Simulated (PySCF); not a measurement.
Gas-phase reaction: 3 GaH(CH3)2 = 2 Ga(CH3)3 + GaH3

Energies from PySCF, thermal terms from the rigid-rotor harmonic-oscillator model, ideal gas at 1 bar. † marks an energy on the PBE0/def2-TZVP geometry and frequencies; other levels use their own. 6-31G* has spherical d functions here. All species are closed-shell singlets. Ga: all electrons, no relativistic terms. GaH(CH3)2, GaH3: computed as isolated molecules; such fragments, hydroxides, amides, oligomers or adducts are transient or little studied in the gas.

PBE0/def2-TZVP gives ΔH°(298 K) = 4 kJ.

Q: What do PBE0/def2-QZVP†, PBE0/def2-SVP†, HF/6-31G* give?

A: PBE0/def2-QZVP†: 4 kJ; PBE0/def2-SVP†: 5 kJ; HF/6-31G*: 3 kJ. For scale, ΔH°(298 K) is 4 kJ at this level, 1 kJ at ωB97M-V/def2-TZVP†, and runs from -1 to 5 kJ over the 18 levels computed († marks an energy on the PBE0/def2-TZVP geometry).
